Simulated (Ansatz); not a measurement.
The input (input.yaml):

```yaml
crystal:
  periodic: [false, false, false]
  atoms:
    - { symbol: B, position_ang: [0.0, 0.0, 0.0] }
    - { symbol: Cl, position_ang: [0.0, 0.0, 2.21] }
    - { symbol: C, position_ang: [1.3856, 0.0, -0.8] }
    - { symbol: H, position_ang: [1.7152, -1.0462, -0.9702] }
    - { symbol: H, position_ang: [1.2491, 0.508, -1.7774] }
    - { symbol: H, position_ang: [2.1552, 0.5381, -0.2082] }
    - { symbol: Cl, position_ang: [-1.6108, 0.0, -0.93] }
    - { symbol: S, position_ang: [-0.2739, 2.0601, 0.6906] }
    - { symbol: H, position_ang: [-1.575, 2.4834, 0.394] }
    - { symbol: H, position_ang: [-0.1696, 1.2759, 1.8263] }
basis:
  gaussian: { orbitals: def2-SVP }
hamiltonian:
  xc: pbe0
  dispersion: d4
relax:
  f_tol: 0.15
  max_steps: 25
  restrain:
    - { distance: [0, 7], at: 3.09, k: 30.0 }
    - { distance: [9, 1], at: 2.57, k: 30.0 }
    - { distance: [0, 1], at: 1.86, k: 30.0 }
    - { distance: [9, 7], at: 1.4, k: 30.0 }
```

Launched with:

```bash
$ ansatz run input.yaml --threads 2 --pin off --max-ram 3072MiB --backend cpu --events-out ev --progress --plain --runs-dir out
```

Hardware: 2 threads of Arm Neoverse V1, on a shared host.

Q: Roughly how long does this run take, and how much memory?

A: 28 s, with a peak of 0.25 GiB, for 8 ionic steps.
